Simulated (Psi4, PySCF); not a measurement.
BeBrI (SMILES [Br][Be][I]), singlet, geometry from GFN2-xTB (such geometries of metal compounds can be far from the true shape) (core potentials on I), atoms displaced at random by about 0.08 Å a coordinate. Base run: R2SCAN/def2-SVP, gradient run with PySCF.

Here is a job for PySCF.
```python
from pyscf import gto, scf, dft

mol = gto.M(
    atom='''
Be   -0.08049033    0.09868694   -0.56481655
Br    0.02084328   -0.06454140   -2.32764594
I    -0.08589112   -0.05026256    1.58120949
''',
    basis='def2-svp',
    ecp={'I': 'def2-svp'},
    verbose=4,
)

mf = dft.RKS(mol)
mf.xc = 'r2scan'
mf.kernel()
g = mf.nuc_grad_method()
grad = g.kernel()
```

Programs used: Psi4, PySCF; a row that names a program was run with it.

The coordinate followed is z of atom 2.

The base run was repeated with changes; each row names its change, and settings that it needs were set with it.

```csv
change,dE/dx (Eh/bohr),net force (Eh/bohr)
base,0.088240,0.000303
grids.level = 5; grid_response = on,0.088076,0.000000
grids.level = 5; grid_response = off,0.088072,0.000045
finite difference step (bohr) = 0.01; conv_tol = 1e-11,0.088091,-
code = psi4,0.088594,0.000503
finite difference step (bohr) = 1e-5; conv_tol = 1e-11,0.088080,-
finite difference step (bohr) = 0.2; conv_tol = 1e-11,0.093007,-
density fitting = on; auxbasis_response = off,0.088334,0.000358
conv_tol = 1e-4,0.088319,0.000303
finite difference step (bohr) = 0.05; conv_tol = 1e-11,0.088386,-
grid_response = on,0.088079,0.000000
grids.level = 0; grid_response = on,0.108895,0.000000
```

The net force is zero for an exact gradient.
